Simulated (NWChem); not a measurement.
System: CH5ClFNSi; SMILES C[Si@@](N)(F)Cl

Here is an NWChem input.

```
start job
memory heap 200 mb stack 900 mb global 1100 mb
geometry units angstroms noautosym nocenter noautoz
  C      1.622486     1.086233     0.458346
  Si     0.000683     0.297717     0.050284
  N     -1.233857     0.757130     1.129212
  F     -0.338977     0.661465    -1.499630
  Cl     0.105315    -1.761631     0.095091
  H      1.961448     0.789366     1.461357
  H      1.538049     2.184298     0.429257
  H      2.387612     0.788712    -0.273858
  H     -2.099240     0.233023     1.186634
  H     -1.358302     1.725631     1.400113
end
basis spherical
  * library sto-3g
end
dft
  xc b3lyp
  iterations 150
end
property
  response 1 0.0773
end
task dft property
```

Output (shortened):

```
             Northwest Computational Chemistry Package (NWChem) 7.3.0
             --------------------------------------------------------

                             Geometry "geometry" -> ""
                             -------------------------

 Output coordinates in angstroms (scale by  1.889725989 to convert to a.u.)

  No.       Tag          Charge          X              Y              Z
 ---- ---------------- ---------- -------------- -------------- --------------
    1 C                    6.0000     1.62248600     1.08623300     0.45834600
    2 Si                  14.0000     0.00068300     0.29771700     0.05028400
    3 N                    7.0000    -1.23385700     0.75713000     1.12921200
    4 F                    9.0000    -0.33897700     0.66146500    -1.49963000
    5 Cl                  17.0000     0.10531500    -1.76163100     0.09509100
    6 H                    1.0000     1.96144800     0.78936600     1.46135700
    7 H                    1.0000     1.53804900     2.18429800     0.42925700
    8 H                    1.0000     2.38761200     0.78871200    -0.27385800
    9 H                    1.0000    -2.09924000     0.23302300     1.18663400
   10 H                    1.0000    -1.35830200     1.72563100     1.40011300

 Effective nuclear repulsion energy (a.u.)     309.2912579238

                              NWChem Property Module
                              ----------------------

                                 NWChem DFT Module
                                 -----------------

 Summary of "ao basis" -> "ao basis" (spherical)
 ------------------------------------------------------------------------------
       Tag                 Description            Shells   Functions and Types
 ---------------- ------------------------------  ------  ---------------------
 C                           sto-3g                  3        5   2s1p
 Si                          sto-3g                  5        9   3s2p
 N                           sto-3g                  3        5   2s1p
 F                           sto-3g                  3        5   2s1p
 Cl                          sto-3g                  5        9   3s2p
 H                           sto-3g                  1        1   1s

            General Information
            -------------------
          SCF calculation type: DFT
          Wavefunction type:  closed shell.
          No. of atoms     :    10
          No. of electrons :    58
           Alpha electrons :    29
            Beta electrons :    29
          Charge           :     0
          Spin multiplicity:     1
          Use of symmetry is: off; symmetry adaption is: off
          Maximum number of iterations: 150
          AO basis - number of functions:    38
                     number of shells:    24
          Convergence on energy requested:  1.00D-06
          Convergence on density requested:  1.00D-05
          Convergence on gradient requested:  5.00D-04

              XC Information
              --------------
                         B3LYP Method XC Potential
                     Hartree-Fock (Exact) Exchange  0.200
                        Slater Exchange Functional  0.800 local
                    Becke 1988 Exchange Functional  0.720 non-local
              Lee-Yang-Parr Correlation Functional  0.810
                  VWN I RPA Correlation Functional  0.190 local

             Grid Information
             ----------------
          Grid used for XC integration:  medium
          Radial quadrature: Mura-Knowles
          Angular quadrature: Lebedev.
          Tag              B.-S. Rad. Rad. Pts. Rad. Cut. Ang. Pts.
          ---              ---------- --------- --------- ---------
          C                   0.70       49          10.0       434
          Si                  1.10       88           8.0       590
          N                   0.65       49          10.0       434
          F                   0.50       49          10.0       434
          Cl                  1.00       88          10.0       590
          H                   0.35       45          11.0       434
          Grid pruning is: on
          Number of quadrature shells:   548
          Spatial weights used:  Erf1

      Superposition of Atomic Density Guess
      -------------------------------------

 Sum of atomic energies:        -931.13132146

      Non-variational initial energy
      ------------------------------

 Total energy =    -931.574344
 1-e energy   =   -1912.728693
 2-e energy   =     671.863091
 HOMO         =      -0.156706
 LUMO         =       0.332743

   convergence    iter        energy       DeltaE   RMS-Dens  Diis-err
 ---------------- ----- ----------------- --------- --------- ---------
 d= 0,ls=0.0,diis     1   -934.3355837286 -1.24D+03  5.77D-02  6.33D-01
 d= 0,ls=0.0,diis     2   -934.2946833491  4.09D-02  3.30D-02  1.15D+00
 d= 0,ls=0.0,diis     3   -934.4713681340 -1.77D-01  7.24D-03  2.13D-02
 d= 0,ls=0.0,diis     4   -934.4749320484 -3.56D-03  2.12D-03  4.46D-03
 d= 0,ls=0.0,diis     5   -934.4757054134 -7.73D-04  3.97D-04  9.67D-05
  Resetting Diis
 d= 0,ls=0.0,diis     6   -934.4757254284 -2.00D-05  3.68D-05  8.40D-07
 d= 0,ls=0.0,diis     7   -934.4757255499 -1.21D-07  2.20D-05  1.47D-07
 d= 0,ls=0.0,diis     8   -934.4757255541 -4.17D-09  1.03D-05  1.29D-07
 d= 0,ls=0.0,diis     9   -934.4757255755 -2.14D-08  6.86D-07  2.88D-10

         Total DFT energy =     -934.475725575489
      One electron energy =    -1911.144430351751
           Coulomb energy =      741.512186451630
    Exchange-Corr. energy =      -74.134739599168
 Nuclear repulsion energy =      309.291257923799

 Numeric. integr. density =       57.999999276088

                       DFT Final Molecular Orbital Analysis
                       ------------------------------------

 Vector   27  Occ=2.000000D+00  E=-2.098378D-01
              MO Center= -2.8D-01,  2.9D-01, -1.1D+00, r^2= 2.1D+00
   Bfn.  Coefficient  Atom+Function         Bfn.  Coefficient  Atom+Function
  ----- ------------  ---------------      ----- ------------  ---------------
    22      0.629389   4 F  px               23     -0.597012   4 F  py
    33      0.336241   5 Cl pz               32     -0.249486   5 Cl py
    17      0.175192   3 N  px               16      0.148607   3 N  s
     3      0.100470   1 C  px               24     -0.092823   4 F  pz
    29     -0.092598   5 Cl pz               18     -0.082787   3 N  py

 Vector   28  Occ=2.000000D+00  E=-2.024220D-01
              MO Center= -1.5D-01,  5.2D-01, -1.2D+00, r^2= 1.6D+00
   Bfn.  Coefficient  Atom+Function         Bfn.  Coefficient  Atom+Function
  ----- ------------  ---------------      ----- ------------  ---------------
    22      0.656681   4 F  px               23      0.630627   4 F  py
    32      0.254742   5 Cl py                3      0.232650   1 C  px
     2     -0.139657   1 C  s                33     -0.129754   5 Cl pz
     4      0.105505   1 C  py               34      0.079167   6 H  s
     5      0.074567   1 C  pz               16      0.073386   3 N  s

 Vector   29  Occ=2.000000D+00  E=-1.583810D-01
              MO Center= -1.1D+00,  6.9D-01,  9.0D-01, r^2= 1.5D+00
   Bfn.  Coefficient  Atom+Function         Bfn.  Coefficient  Atom+Function
  ----- ------------  ---------------      ----- ------------  ---------------
    19      0.795617   3 N  pz               17      0.354127   3 N  px
    24      0.304321   4 F  pz               18     -0.288705   3 N  py
    16      0.144867   3 N  s                22     -0.112748   4 F  px
    33     -0.098147   5 Cl pz               32     -0.073177   5 Cl py
     3      0.072789   1 C  px               23      0.068312   4 F  py

 Vector   30  Occ=0.000000D+00  E= 1.752497D-01
              MO Center=  5.0D-02, -3.3D-01,  7.9D-02, r^2= 2.3D+00
   Bfn.  Coefficient  Atom+Function         Bfn.  Coefficient  Atom+Function
  ----- ------------  ---------------      ----- ------------  ---------------
    11      0.908455   2 Si s                32     -0.767475   5 Cl py
    13     -0.692522   2 Si py               30     -0.406297   5 Cl s
    16     -0.342214   3 N  s                 3      0.253788   1 C  px
     2     -0.248506   1 C  s                23      0.240930   4 F  py
    38      0.239828  10 H  s                 9      0.214367   2 Si py

 Vector   31  Occ=0.000000D+00  E= 2.610345D-01
              MO Center= -2.0D-01,  7.7D-01,  8.8D-03, r^2= 2.2D+00
   Bfn.  Coefficient  Atom+Function         Bfn.  Coefficient  Atom+Function
  ----- ------------  ---------------      ----- ------------  ---------------
    13      0.756921   2 Si py               11      0.681823   2 Si s
    16     -0.588106   3 N  s                24     -0.478710   4 F  pz
    19      0.362176   3 N  pz               37      0.351275   9 H  s
     2     -0.325555   1 C  s                21     -0.301864   4 F  s
     4      0.265693   1 C  py               12     -0.254047   2 Si px

 Vector   32  Occ=0.000000D+00  E= 2.996369D-01
              MO Center= -3.3D-02,  4.3D-01,  2.5D-01, r^2= 2.9D+00
   Bfn.  Coefficient  Atom+Function         Bfn.  Coefficient  Atom+Function
  ----- ------------  ---------------      ----- ------------  ---------------
    14      0.970569   2 Si pz               16     -0.746524   3 N  s
    37      0.422003   9 H  s                24      0.369888   4 F  pz
    36      0.350820   8 H  s                21      0.307478   4 F  s
    34     -0.307351   6 H  s                 5      0.286141   1 C  pz
    10     -0.287260   2 Si pz               38      0.258690  10 H  s

     Multipole analysis of the density
     ---------------------------------

     L   x y z        total         alpha         beta         nuclear
     -   - - -        -----         -----         ----         -------
     0   0 0 0     -0.000000    -29.000000    -29.000000     58.000000

     1   1 0 0     -0.224364     -2.263265     -2.263265      4.302165
     1   0 1 0      1.239721      2.781864      2.781864     -4.324007
     1   0 0 1      0.211565     -3.373124     -3.373124      6.957812

     2   2 0 0    -27.018990    -95.357664    -95.357664    163.696338
     2   1 1 0     -0.166197     -5.125195     -5.125195     10.084192
     2   1 0 1     -0.897998      3.238720      3.238720     -7.375438
     2   0 2 0    -31.480640   -155.147747   -155.147747    278.814854
     2   0 1 1      1.186647     -2.931252     -2.931252      7.049152
     2   0 0 2    -30.964826    -80.437741    -80.437741    129.910657

 *** CALLING NEW AORESP DRIVER FOR CLOSED AND OPEN SHELLS ***
 Entering AOResponse driver routine

--------------------------------------------------------------------------------

          -----------------------------------------------
          Solving response equations for perturbing field
          -----------------------------------------------

 number of frequencies:     1
 frequency in a.u.:  0.7730000E-01
 Perturbing field: electric
 Using El. Dipole Length Gauge

 Setting up CPKS with frequency omega =      0.07730000 a.u.

                            NWChem Dynamic CPHF Module
                            --------------------------

    scftype = RHF
    nclosed =   29
      nopen =    0
  variables =      522
  num. vecs =        3
  tolerance =   1.0D-04
  max. iter =   50

 SCF residual:    6.3201532165164874E-006

Iterative solution of linear equations
  No. of variables      522
  No. of equations        3
  Maximum subspace       30
       Convergence  1.0D-04

   iter   nsub   residual    time
   ----  ------  --------  ---------
     1      3    2.37D+00       9.2
     2      6    6.18D-01      13.0
     3      9    5.70D-02      16.6
     4     12    8.77D-03      20.0
     5     15    2.95D-04      23.4
     6     18    3.08D-05      26.8

 Electric Dipole Response Matrix (nonzero elements):

              1        2        3
    1   21.9987   0.6585  -2.5904
    2    0.6585  30.4057   1.4149
    3   -2.5904   1.4150  18.2817

 ------------------------------------------
 average:        23.56203 + I       0.00000

 DFT Linear Response polarizability / au
 Frequency  =       0.0773000 / au
 Wavelength =     589.4353558 / nm
              X              Y              Z
 -----------------------------------------------
 X      21.9986976      0.6585417     -2.5904058
 Y       0.6585484     30.4057323      1.4149436
 Z      -2.5904134      1.4149569     18.2816718
 -----------------------------------------------
 Eigenvalues =      23.3278435     30.5846368     16.7736213
 Isotropic   =      23.5620339
 Anisotropic =      11.9658477
 -----------------------------------------------

 Magnetic Dipole Response Matrix (nonzero elements):
```

Level: B3LYP/STO-3G. STO-3G and 3-21G are far too small for this property and stand as cheap habits. Coordinates come from a PBE0/def2-SVP optimisation. B3LYP is NWChem's, with the RPA form of VWN correlation.
